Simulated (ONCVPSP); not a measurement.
K: one change to an ONCV potential, before and after

- Element: K (Z = 19)
- Generator: ONCVPSP 4.0.1
- Type: optimised norm-conserving Vanderbilt (ONCV)
- Functional: PBE
- Relativity: non-relativistic
- Frozen core: [Ar]
- Valence charge: 1
- Reference configuration: 4s0.5 (charge +0.5)
- Partial waves: 4s: rc 4.00 bohr, ncon 4, nbas 7, qcut 2 1/bohr, 2 projectors, debl 1.3 Ha; p scattering state at 0.19 Ha: rc 3.50 bohr, ncon 3, nbas 7, qcut 2.3 1/bohr, 1 projector; d scattering state at 0.02 Ha: rc 3.85 bohr, ncon 4, nbas 8, qcut 2.8 1/bohr, 2 projectors, debl 2.2 Ha
- Local potential: polynomial inside 3.35 bohr (lpopt 5, dvloc0 0 Ha)
- Core correction: Teter function, fcfact 2.75, rcfact 1.5

In the p channel the program set the typed energies aside and used 0.050 Ha. In the d channel the program set the typed energies aside and used -0.057, 2.143 Ha.

All-electron outer shells of the reference configuration (PBE, non-relativistic, ld1.x):

| shell | level (eV) | outermost node (bohr) | outermost maximum (bohr) |
| --- | --- | --- | --- |
| 4s | -4.27 | 1.58 | 3.83 |

Change: p: rc 2.3; local potential polynomial inside 2.30 bohr (lpopt 5, dvloc0 0 Ha). In the d channel the program set the typed energies aside and used -0.057, 2.143 Ha.

Cutoffs: the cutoffs (Ha) at which the residual kinetic energy of the hardest occupied pseudo-wave falls to 1 and 0.1 mHa per electron; they do not see the model core or the augmentation charge, which bear on the density cutoff. Errors are all-electron minus pseudo energies relative to the spin-unpolarised reference configuration.

**Question.** How do hardness, ghosts and transferability respond?

**Answer.** The potential gets neither clearly harder nor softer (1.3 Ha and 2.0 Ha → 1.3 Ha and 2.0 Ha); the lowest positive-energy flag moves from s at 43.1 eV to s at 25.7 eV; the number of tests with a reliable result goes from 4 to 2; neither file shows a bound ghost.

```csv
quantity,base,changed
"cutoff, loose",1.3 Ha,1.3 Ha
"cutoff, tight",2.0 Ha,2.0 Ha
bound ghosts,none,none
GHOST(+) flags under 300 eV,s at 43.1 eV,s at 25.7 eV
tests with a reliable result,4 of 4,2 of 4
"error for 4s1, meV [ΔE -1.64 eV]",+1.7,+1.7
"error for 3d0.5 4s0.5, meV [ΔE -0.43 eV]",-0.9,-0.8
s: phases at 4.06 bohr within 0.05 rad from the reference energy up to (Ha; the scan ends near 5),0.8,0.7
d: phases at 3.92 bohr within 0.05 rad from the reference energy up to (Ha; the scan ends near 5),0.0,0.0
"rms error of d²Exc/dni dnj with the model core, mHa",13.14,13.14
```

Base: The cutoffs count occupied waves only; projector 2 of the d channel, the hardest unoccupied one, needs 21 Ha at the loose tolerance. Changed file: The cutoffs count occupied waves only; projector 1 of the p channel, the hardest unoccupied one, needs 38 Ha at the loose tolerance.
